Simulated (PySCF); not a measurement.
Geometry:
```tsv
atom	x (Å)	y (Å)	z (Å)
Si1	-0.791	-0.003	-0.512
N2	-0.710	-0.029	1.198
C3	-0.601	-0.009	2.390
O4	-0.502	0.006	3.552
N5	0.799	0.013	-1.148
C6	1.917	-0.014	-1.578
O7	3.003	-0.034	-1.999
H8	-1.495	1.229	-0.946
H9	-1.488	-1.227	-0.981
```

Geometry: PBE0-D3(BJ)/def2-SVP; GIAO shifts from PySCF, gas phase, non-relativistic, averaged over equivalent atoms.

At KT2/pcSseg-1 (136 basis functions, 13 s wall time on 1 thread of an Intel Xeon Platinum 8488C, shared host):
| atoms | δ (ppm) |
| --- | --- |
| Si1 | -79.7 |
| N2/N5 | 42.3 |
| C3/C6 | 116.5 |
| O4/O7 | 140.0 |
| H8/H9 | 5.17 |

Referencing at the same level of theory: ²⁹Si (σ = 361.05 ppm) and ¹³C (σ = 183.22 ppm) and ¹H (σ = 31.18 ppm) vs TMS; ¹⁵N (σ = 264.30 ppm) vs NH3; H2O for ¹⁷O (σ = 330.66 ppm).

Q: Estimate the result of repeating the calculation with PBE0/pcSseg-1.

A: 
```
atoms  δ at PBE0/pcSseg-1  change
  Si1               -76.9    +2.8
N2/N5                43.3    +1.0
C3/C6               125.9    +9.4
O4/O7               146.3    +6.3
H8/H9                4.97   -0.20
```

Scale: ²⁹Si (σ = 351.99 ppm), ¹³C (σ = 184.41 ppm), ¹H (σ = 31.27 ppm) against TMS; ¹⁵N (σ = 265.67 ppm) vs NH3; ¹⁷O (σ = 334.56 ppm) vs H2O (reference shieldings calculated alike).

The largest change is at C3/C6 (central carbon of a heterocumulene). Cost: 136 basis functions, 16 s wall time on 1 thread of an Intel Xeon Platinum 8488C, shared host.

Experimental scales use liquid or dissolved standards, which lie at an offset from isolated NH3 (liquid NH3: subtract about 20 ppm) and H2O (liquid H2O: subtract about 36 ppm).
